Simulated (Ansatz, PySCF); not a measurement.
Molecule: AlS, net charge 0, doublet state. SMILES: [Al][S]
Coordinates optimised at B3LYP-D3(BJ)/def2-TZVP (Ansatz, a quantum-chemistry and plane-wave program):
```xyz
2

Al     0.0000     0.0000    -1.1286
S      0.0000     0.0000     0.9170
```
Charge 0, spin multiplicity 2.

M06-2X/6-31G* (5d) beside other levels, property by property. Set-up: 6-31G* and kin with 6d, 5d where marked; valence correlation only; open shells spin-unrestricted; each state is the SCF solution reached for its charge and spin; no spin-orbit coupling; atomisation electronic, to ground-state atoms; non-relativistic. CBS marks a two-point X^-3 extrapolation of the correlation energy; Hartree-Fock from the larger set (for Q and 5 zeta extrapolated as (X+1)exp(-9√X)). First-principles rows: single points at B3LYP-D3(BJ) geometries (Ansatz), with unscaled harmonic terms from B3LYP/6-31G* (Ansatz) at its own minima, enthalpies of formation by atomisation with measured atoms.

Coupled cluster (Ansatz) is a level with limits of its own, used here on species with T1 under 0.025 (0.045 for open shells) and stable references: (a) CCSD(T)/CBS(aug-cc-pV(T+d)Z,aug-cc-pV(Q+d)Z); (b) CCSD(T)/CBS(cc-pV(Q+d)Z,cc-pV(5+d)Z).

```
property                                        M06-2X/6-31G* (5d) (PySCF)  HF/6-31G* (Ansatz)  PBE/6-31G* (Ansatz)  B3LYP/def2-TZVPD (Ansatz)           to compare with
----------------------------------------------  --------------------------  ------------------  -------------------  -------------------------  ------------------------
vertical ionisation energy to the triplet (eV)                        9.19                7.86                 9.38                       9.26  9.34 coupled cluster (a)
atomisation energy (kcal/mol)                                         96.7                55.2                 99.8                       94.5  98.3 coupled cluster (b)
vertical electron affinity to the singlet (eV)                        2.42                1.75                 2.33                       2.60  2.70 coupled cluster (a)
enthalpy of formation at 298 K (kcal/mol)                             48.1                89.6                 45.0                       50.3  46.5 coupled cluster (b)
```

As the rows show:
- vertical ionisation energy to the triplet: M06-2X/6-31G* (5d) lies 0.15 eV below coupled cluster.
- atomisation energy: M06-2X/6-31G* (5d) lies 1.6 kcal/mol below coupled cluster.
- vertical electron affinity to the singlet: M06-2X/6-31G* (5d) lies 0.28 eV below coupled cluster.
- enthalpy of formation at 298 K: M06-2X/6-31G* (5d) lies 1.6 kcal/mol above coupled cluster.

The properties are those with a value to compare with, at most eight drawn at random. No case is left out for the size of its miss. Left out are saddle points of the reference geometry, anions that the best level run finds unbound, excited spin states, species near biochemistry, 298 K rows of species without real B3LYP wavenumbers, cases with under five habitual levels, runs that failed or that the program found above a lower state of the same kind, table entries that another table contradicts, and a share of species set aside by lot.
